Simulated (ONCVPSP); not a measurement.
Before and after: ONCV potential for Te

Te (Z = 52), optimised norm-conserving Vanderbilt (ONCV), made with ONCVPSP 4.0.1 (PBE, scalar-relativistic). Core [Ar] 3d10, reference 4s2 4p6 4d10 5s1.75 5p4.25. Waves: 4s+5s: rc 1.35 bohr, ncon 4, nbas 7, qcut 8.1 1/bohr, 2 projectors; 4p+5p: rc 1.30 bohr, ncon 5, nbas 8, qcut 12.5 1/bohr, 2 projectors; 4d: rc 0.90 bohr, ncon 4, nbas 9, qcut 9 1/bohr, 2 projectors, debl 0.5 Ha. Local part: polynomial inside 0.70 bohr (lpopt 3, dvloc0 0 Ha). Core correction: Teter function, parameters optimised by the program.

In the d channel the program set the typed energies aside and used -1.543, 0.250 Ha.

Change: p: rc 1.56.

Cutoffs: the cutoffs (Ha) at which the residual kinetic energy of the hardest occupied pseudo-wave falls to 1 and 0.1 mHa per electron; they do not see the model core or the augmentation charge, which bear on the density cutoff. Errors are all-electron minus pseudo energies relative to the spin-unpolarised reference configuration.

Task: Predict the effect on cutoff, ghosts and configuration errors.

Result: The potential gets neither clearly harder nor softer (129 Ha and 358 Ha → 129 Ha and 358 Ha); the d channel sets the loose cutoff, while the largest relative change is in p, which becomes softer; of the 4 tests that both files solve, the error grows in 2 and shrinks in 0 by more than 15 % and 0.3 meV (median size 3.7 → 4.3 meV); neither file shows a bound ghost.

```tsv
quantity	base	changed
cutoff, loose	129 Ha	129 Ha
cutoff, tight	358 Ha	358 Ha
loose cutoff by channel	s 28 Ha, p 55 Ha, d 129 Ha	s 28 Ha, p 41 Ha, d 129 Ha
bound ghosts	none	none
GHOST(+) flags under 300 eV	s at 127.9 eV	s at 127.9 eV
error for 4s2 4p6 4d10 5s2 5p4, meV [ΔE -2.30 eV]	+0.1	+0.1
error for 4s2 4p6 4d10 5s2 5p3, meV [ΔE 7.43 eV]	-1.8	-2.2
error for 4s2 4p6 4d10 5s2 5p2, meV [ΔE 25.36 eV]	-5.5	-6.4
error for 4s1 4p6 4d10 5s2 5p4, meV [ΔE 171.06 eV]	-512	-490
s: phases at 1.37 bohr within 0.05 rad from the reference energy up to (Ha; the scan ends near 5)	4.2	4.2
d: phases at 0.91 bohr within 0.05 rad from the reference energy up to (Ha; the scan ends near 5)	to the end of the scan	to the end of the scan
rms error of d²Exc/dni dnj with the model core, mHa	0.71	0.61
```
